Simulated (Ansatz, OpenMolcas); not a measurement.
## OpenMolcas → Ansatz

This OpenMolcas 26.06 job computes GeNH3Cl (SMILES [NH2][GeH][Cl]):

job.inp:
```
* ClGeH3N Kohn-Sham DFT

&GATEWAY
  BasLib
  $CurrDir
  Coord
  6
  angstrom
  N       -0.446300       0.317900      -0.788300
  Ge       0.075400      -0.151000       0.908100
  Cl       1.243000      -1.956900       0.623300
  H       -0.984500       1.171200      -0.861400
  H       -0.888700      -0.414300      -1.327200
  H        1.043200       0.969100       1.399300
  Basis
  cc-pVDZ
  Group
  NoSym

&SEWARD
  GridInput
  Grid=UltraFine
  End of Grid

&SCF
  UHF
  Spin
  2
  KSDFT
  HYB_GGA_XC_BHANDHLYP
  Thresholds
  1e-10 1e-07 1e-07 1e-05
  PrOrbitals
  1

&ALASKA
```

```bash
$ export MOLCAS_MEM=1860
$ pymolcas job.inp > job.log
```

(Basis files named in the input come from the Basis Set Exchange and aren't shown.)

The shape is that of a PBE0-D4/def2-TZVP optimisation. This is one conformer, not always the lowest.

It gives a total energy of -2593.696609 Eh.

Question: How is this level of theory, on these atoms, set up in Ansatz 0.2.0 as an input file of the program's own, asking for the energy?

Answer: This input was run:

molecule.yaml:
```yaml
crystal:
  periodic: [false, false, false]
  atoms:
    - {symbol: N, position_ang: [-0.446300, 0.317900, -0.788300]}
    - {symbol: Ge, position_ang: [0.075400, -0.151000, 0.908100]}
    - {symbol: Cl, position_ang: [1.243000, -1.956900, 0.623300]}
    - {symbol: H, position_ang: [-0.984500, 1.171200, -0.861400]}
    - {symbol: H, position_ang: [-0.888700, -0.414300, -1.327200]}
    - {symbol: H, position_ang: [1.043200, 0.969100, 1.399300]}
basis:
  gaussian: {orbitals: cc-pVDZ}
magnetization: {spin_polarized: true, initial_magnetization: 1}
hamiltonian: {xc: {name: BHLYP}}
accuracy: high
output: {orbitals: {seedname: orbitals}}
```

```bash
$ ansatz run molecule.yaml --threads 1 --pin off --max-ram 3480MiB --events-out events.jsonl --progress --plain --runs-dir runs
```

Its energy is -2593.696609 Eh, the same as the first but for the last digit, at most.
